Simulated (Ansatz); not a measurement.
Relaxing a trial structure of H6O4SiZr

The starting geometry of this gas-phase singlet was optimised with GFN2-xTB.

```yaml
atoms:
  - { symbol: O, position_ang: [-0.2367, 1.1386, -0.8781] }
  - { symbol: O, position_ang: [-2.4619, -0.4617, -0.6564] }
  - { symbol: O, position_ang: [-0.6539, -0.0807, 1.3291] }
  - { symbol: O, position_ang: [0.2725, -1.3044, -0.6715] }
  - { symbol: Si, position_ang: [-0.8841, -0.3089, -0.3158] }
  - { symbol: Zr, position_ang: [1.7749, -0.0856, 0.2740] }
  - { symbol: H, position_ang: [-0.8234, 1.8679, -1.0934] }
  - { symbol: H, position_ang: [-2.7218, -1.1146, -1.2995] }
  - { symbol: H, position_ang: [-1.4100, 0.1102, 1.8881] }
  - { symbol: H, position_ang: [1.9099, 1.5363, 1.2107] }
  - { symbol: H, position_ang: [2.3778, -1.4071, 1.4609] }
  - { symbol: H, position_ang: [2.8565, 0.1099, -1.2481] }
```

Problem. Predict what becomes of its bonds when it is optimised with PBE0-D3(BJ)/def2-SVP.

Solution. A bond breaks, giving a structure given below by its coordinates. Distances that change by over a tenth: O1–Zr6 (2.62 → 2.33 Å). Contacts that open: O3–Zr6 (2.65 → 4.03 Å).

The energy falls by 1.11 eV over 20 steps:

```csv
step,E − E(last) (eV)
1,1.113
3,0.659
5,0.424
7,0.227
9,0.127
12,0.041
14,0.019
16,0.001
18,0.000
20,0.000
```

Final geometry (Å):

```xyz
12

O    -0.0534    1.1113   -0.2947
O    -2.2345   -0.5309   -0.9759
O    -1.7617    0.1925    1.5270
O     0.1970   -1.2488    0.1004
Si   -1.0563   -0.2080    0.1115
Zr    1.8801   -0.1800   -0.1531
H    -0.1726    2.0177    0.0101
H    -1.9894   -1.0637   -1.7389
H    -2.6202   -0.1927    1.7251
H     2.3311    1.5639    0.3485
H     2.9447   -0.8892    1.1914
H     2.5352   -0.5721   -1.8513
```

The end wasn't checked by frequencies. Atoms past krypton carry core potentials, without spin–orbit terms. Run with Ansatz 0.2.0, 44 s on 2 threads of AMD EPYC 9R45 96-Core Processor (Zen 5), with other jobs on the host.
